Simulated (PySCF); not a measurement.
SMILES C1[SiH2]C[SiH2]C[SiH2]1, GFN2-xTB optimised geometry.

```
18

C      0.76     1.16    -1.36
Si    -1.14     1.25    -1.41
C     -1.84     0.18     0.00
Si    -1.22    -1.62     0.00
C      0.68    -1.62     0.00
Si     1.46    -0.61    -1.41
H      1.12     1.66    -0.46
H      1.17     1.72    -2.20
H     -1.58     2.64    -1.24
H     -1.63     0.76    -2.70
H     -1.58     0.64     0.95
H     -2.92     0.19    -0.05
H     -1.72    -2.32     1.20
H     -1.73    -2.32    -1.19
H      1.03    -2.64    -0.06
H      1.03    -1.23     0.95
H      1.16    -1.23    -2.70
H      2.92    -0.57    -1.24
```

Density from PBE0/def2-SVP (PySCF) at that geometry.

Minimum of the electron density along straight lines between bonded atoms, close to the bond critical point (lines longer than 1.1 times the sum of covalent radii, or with two minima, are not listed):

```tsv
bond	length / Å	ρ at the minimum / e bohr⁻³	∇²ρ there / e bohr⁻⁵	position (fraction from the first atom)
C1–Si2	1.900	0.109	0.31	0.62
Si2–C3	1.900	0.109	0.31	0.38
C3–Si4	1.900	0.109	0.31	0.62
Si4–C5	1.900	0.109	0.31	0.38
C1–Si6	1.900	0.109	0.31	0.62
C5–Si6	1.900	0.109	0.31	0.62
C1–H7	1.090	0.266	-0.92	0.62
C1–H8	1.089	0.267	-0.93	0.62
Si2–H9	1.474	0.115	0.31	0.49
Si2–H10	1.470	0.116	0.32	0.49
C3–H11	1.090	0.266	-0.92	0.62
C3–H12	1.089	0.267	-0.93	0.62
Si4–H13	1.474	0.115	0.31	0.49
Si4–H14	1.470	0.116	0.32	0.49
C5–H15	1.089	0.267	-0.93	0.62
C5–H16	1.090	0.266	-0.92	0.62
Si6–H17	1.470	0.116	0.32	0.49
Si6–H18	1.474	0.115	0.31	0.49
```
